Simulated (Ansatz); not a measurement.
One change: `C=C(F)CS` becomes `C=C(F)[SiH2][AlH2]`.

Ansatz, PBE0-D4/def2-TZVP geometries, multiplicity 1. Each molecule was computed in one conformer, which needn't be the lowest.

```csv
property,`C=C(F)CS`
HOMO–LUMO gap (ωB97M-V/def2-TZVPP) / eV,11.23
HOMO–LUMO gap (PBE0/def2-TZVPP) / eV,6.87
HOMO–LUMO gap (PBE/def2-TZVPP) / eV,4.60
HOMO energy (PBE0/def2-TZVPP) / eV,-7.06
size of the dipole moment (PBE/def2-TZVPP) / D,1.32
LUMO energy (B3LYP/def2-TZVPP) / eV,-0.43
```

**Question.** What does the change do to each property? (Best estimate.)

**Answer.** Computed: 
| property | `C=C(F)[SiH2][AlH2]` | shift |
| --- | --- | --- |
| HOMO–LUMO gap (ωB97M-V/def2-TZVPP) / eV | 9.16 | -2.07 |
| HOMO–LUMO gap (PBE0/def2-TZVPP) / eV | 5.46 | -1.41 |
| HOMO–LUMO gap (PBE/def2-TZVPP) / eV | 3.50 | -1.10 |
| HOMO energy (PBE0/def2-TZVPP) / eV | -7.71 | -0.65 |
| size of the dipole moment (PBE/def2-TZVPP) / D | 1.40 | 0.08 |
| LUMO energy (B3LYP/def2-TZVPP) / eV | -2.44 | -2.01 |

With PBE0 the HOMO falls by 0.65 eV and the LUMO falls by 2.06 eV, so the gap narrows by about 1.41 eV. PBE moves the HOMO by -0.72 eV and ωB97M-V by -0.48 eV. Dipoles are sizes alone; their direction can turn.

B3LYP here is the variant with VWN-RPA as its local correlation; programs differ in this.
